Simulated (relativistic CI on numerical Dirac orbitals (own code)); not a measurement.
## d5 in a ligand field

Computed with a parametric ligand-field model of a d^n configuration (Racah B and C, spin-orbit zeta, crystal field), exact diagonalisation.

Field parameters in Wybourne normalisation: Oh B⁴₀ = 21Dq, B⁴₄ = √(5/14) B⁴₀. The field is a parameter set, without covalency.

B = 730 cm⁻¹, C = 2650 cm⁻¹ (C/B = 3.63), Oh, no spin-orbit coupling. Tanabe-Sugano data, E/B above the lowest term (Δ = |10Dq|; b, c mark the second and third term of a kind):

```
 Δ/B    6A1    4T1    4T2  4T1(b)    2T2    2A2    2T1
 1.0   0.00  27.96  28.13   32.59  39.84  39.92  39.93
 5.0   0.00  25.17  27.55   35.12  35.39  37.65  37.87
 9.0   0.00  21.56  26.02   38.01  28.53  34.28  34.60
13.0   0.00  17.77  23.51   40.36  21.19  30.60  30.96
17.0   0.00  13.92  20.36   41.92  13.66  26.80  27.17
21.0   0.00  10.03  16.87   42.82   6.03  22.93  23.31
25.0   1.68   7.79  14.88   45.00   0.00  20.71  21.09
29.0   9.43  11.61  18.88   53.06   0.00  24.54  24.91
33.0  17.22  15.45  22.84   61.04   0.00  28.39  28.76
37.0  25.04  19.32  26.80   68.99   0.00  32.26  32.63
41.0  32.89  23.20  30.75   76.93   0.00  36.14  36.52
45.0  40.75  27.10  34.70   84.86   0.00  40.04  40.41
```

The ground term changes from 6A1 to 2T2 between Δ/B = 21.0 and 25.0.
